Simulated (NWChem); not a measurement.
Molecule: MgNH3O; SMILES [NH2][Mg][OH]

```xyz
6

Mg     0.0001    -0.0452    -0.0105
O     -0.0006    -1.8119     0.0242
H      0.0042    -2.7465    -0.1501
N     -0.0002     1.8416     0.0078
H     -0.8160     2.4468     0.0133
H      0.8162     2.4461     0.0144
```
Atoms are numbered in this order, from 1.

Computed with NWChem. Structure relaxed at the PBE0/def2-SVP level. B3LYP is NWChem's, with the RPA form of VWN correlation. Vertical excitations in the gas phase; the lowest state need not have the same character in each row.

```csv
level,"lowest excitation, singlet (eV)",oscillator strength of that lowest state,orbital gap (eV)
"PBE/def2-SVPD, TDA",3.49,0.041,3.38
"B3LYP/def2-SVPD, TDA",3.92,0.048,4.91
"LDA (Slater exchange, VWN5)/def2-SVPD, TDA",3.56,0.040,3.44
"PBE0/def2-SVPD, TDA",4.13,0.054,5.43
```
